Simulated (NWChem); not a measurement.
C2H2BrF; SMILES C=C(F)Br

Results from NWChem. Pople sets run with spherical d functions. The geometry was optimised at PBE0/def2-SVP. Level: PBE0/6-31G* with COSMO at NWChem's default radii, gas-phase geometry; rows give the dielectric constant.

For dielectric constant 78.4:

- dipole in solution (D) = 1.61

Question: What are these values for dielectric constant 2.0?

Answer: dipole in solution (D): 1.40
